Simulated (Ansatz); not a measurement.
The cluster Mg3Te3: single points at one geometry.

```yaml
crystal:
  periodic: [false, false, false]
  atoms:
    - {symbol: Mg, position_ang: [1.163622, -0.599765, 1.014241]}
    - {symbol: Mg, position_ang: [-0.731927, 0.297285, -2.348689]}
    - {symbol: Mg, position_ang: [-1.749739, -0.300293, 0.211162]}
    - {symbol: Te, position_ang: [1.892377, 0.974338, -1.165166]}
    - {symbol: Te, position_ang: [0.115337, 2.004736, 0.745676]}
    - {symbol: Te, position_ang: [-0.689680, -2.376302, 1.542776]}
basis:
  gaussian: {orbitals: def2-SVP, initial_orbitals: start.molden}
correlation: {method: ccsd_t}
scf: {omitted_lower_state_checks: [starts]}
output: {orbitals: {seedname: orbitals}}
```

The file start.molden holds the orbitals of an earlier run on this structure, at another level or in another basis.

```sh
$ ansatz run in.yaml --threads 4 --pin off --events-out ev --progress --plain --max-ram 4787MiB
```

It prints (some lines left out):

```
Functional definition: HF
1431 factors; integrals over basis functions are off by at most 1.6e-4 eV
mean field evaluation 1: about -38088.5140 eV, gradient 3.7e1 eV
mean field evaluation 2: about -38089.4890 eV, gradient 1.5e0 eV
mean field evaluation 4: about -38090.6465 eV, gradient 7.2e-2 eV
mean field evaluation 8: about -38090.6493 eV, gradient 7.0e-6 eV
mean field evaluation 16: about -38079.9284 eV, gradient 2.1e1 eV
mean field evaluation 32: about -38083.3675 eV, gradient 4.0e0 eV
mean field evaluation 64: about -38082.9293 eV, gradient 2.6e0 eV
mean field -38090.64933650 eV, -1399.8055443468 hartree, gradient 4.1e-6 eV, S^2 0.000000; 0 other end points of the search recorded, 0 dependent functions left out; unrestricted orbitals would lower it
15 core orbitals not correlated: weight in the atoms' cores, before any rotation towards them, 1.000 or more for the frozen orbitals, at most 0.000 for the correlated occupied ones
reference -38090.64933650 eV, -1399.8055443468 hartree; 39, 39 occupied and 78, 78 virtual orbitals, 1431 factors
second order -12.57362256 eV of doubles, -0.00000000 eV of singles
cycle   1  -12.79376515 eV  change   -2.2e-1 eV  update   1.3e-1
cycle   2  -13.18350289 eV  change   -3.9e-1 eV  update   4.3e-2
cycle   3  -13.27923964 eV  change   -9.6e-2 eV  update   2.7e-2
cycle   4  -13.26845232 eV  change    1.1e-2 eV  update   8.7e-3
cycle   5  -13.26681677 eV  change    1.6e-3 eV  update   4.6e-3
cycle   6  -13.26815462 eV  change   -1.3e-3 eV  update   1.8e-3
cycle   7  -13.26791138 eV  change    2.4e-4 eV  update   8.0e-4
cycle   8  -13.26790988 eV  change    1.5e-6 eV  update   3.5e-4
cycle   9  -13.26801700 eV  change   -1.1e-4 eV  update   1.4e-4
cycle  10  -13.26797994 eV  change    3.7e-5 eV  update   6.1e-5
perturbative correction -0.61639203 eV, -0.0226519895 hartree
Total energy: -38104.53370847 eV, -1400.3157856058 hartree
Checks for a lower state left out: starts
```

Hardware: 4 threads of Arm Neoverse V2 on a shared host. Wall time 60 s, peak host memory 1.3 GiB.

The first input with `gaussian: {orbitals: def2-TZVP, initial_orbitals: start.molden}`, `hamiltonian: {xc: pbe0, dispersion: d4}` and without the key `correlation` (abridged; 8.5 s):

```
Functional definition: PBE0
mean field -38211.77281531 eV, -1404.2567500926 hartree, gradient 1.7e-5 eV, S^2 0.000000
Total energy: -38212.11131484 eV, -1404.2691897212 hartree
Checks for a lower state left out: starts
```

As the first input, with `gaussian: {orbitals: def2-TZVP, initial_orbitals: start.molden}`, `hamiltonian: {xc: r2scan, dispersion: d4}` and without the key `correlation` (abridged; 9 s):

```
Functional definition: r2SCAN
mean field -38225.78220262 eV, -1404.7715855804 hartree, gradient 9.2e-6 eV, S^2 0.000000
Total energy: -38225.85827347 eV, -1404.7743811328 hartree
Checks for a lower state left out: starts
```

First input, but with `gaussian: {orbitals: def2-TZVP, initial_orbitals: start.molden}`, `hamiltonian: {xc: pbe, dispersion: d4}`, `output: {forces: true, orbitals: {seedname: orbitals}}` and without the key `correlation` (abridged; 5.5 s):

```
Functional definition: PBE
mean field -38208.78737890 eV, -1404.1470373285 hartree, gradient 2.4e-5 eV, S^2 0.000000
Total energy: -38209.17125215 eV, -1404.1611444100 hartree
Atom 0 force     0.000980     0.065146    -0.018388 eV/Å
Atom 1 force     0.020590     0.008711     0.004578 eV/Å
Atom 2 force     0.034773     0.066463     0.025861 eV/Å
Atom 3 force     0.008950    -0.027011    -0.018042 eV/Å
Atom 4 force    -0.046764    -0.032390    -0.007004 eV/Å
Atom 5 force    -0.018529    -0.080919     0.012994 eV/Å
Dipole moment:     0.036324     0.311725    -0.389258 e Å
Checks for a lower state left out: starts
```

The first input with `gaussian: {orbitals: def2-TZVP, initial_orbitals: start.molden}`, `hamiltonian: {xc: {name: r2SCANh}, dispersion: d4}` and without the key `correlation` (abridged; 13 s):

```
Functional definition: r2SCANh
mean field -38224.71208192 eV, -1404.7322593700 hartree, gradient 1.9e-5 eV, S^2 0.000000
Total energy: -38224.80216267 eV, -1404.7355697767 hartree
Checks for a lower state left out: starts
```

As the first input, with `gaussian: {orbitals: def2-TZVP, initial_orbitals: start.molden}`, `hamiltonian: {xc: {name: LC-wPBE}}` and without the key `correlation` (abridged; 6.5 s):

```
Functional definition: LC-wPBE
mean field -38215.16471803 eV, -1404.3814002186 hartree, gradient 1.0e-5 eV, S^2 0.000000
Total energy: -38215.16471803 eV, -1404.3814002188 hartree
Checks for a lower state left out: starts
```

Geometry: PBE0-D4/def2-SVP.

In the def2 sets Te takes a core potential; there is no spin–orbit coupling. LC-ωPBE has ω = 0.4 bohr⁻¹. Correlated methods freeze 15 core orbitals; core or outer-core shells of Mg, Te are correlated, in sets that lack core-valence functions. At CCSD(T)/def2-SVP the restricted singlet (for correlated methods, its reference) is unstable: a solution with broken spin symmetry lies lower. The restricted singlet is unstable towards broken spin symmetry in Hartree–Fock (as tested in another run); at PBE0-D4/def2-TZVP, r2SCAN-D4/def2-TZVP, PBE-D4/def2-TZVP, r2SCANh-D4/def2-TZVP and others this wasn't settled. Another isomer (singlet) lies 1.98 eV lower at PBE0-D4/def2-TZVP; other spin states weren't run for this one.
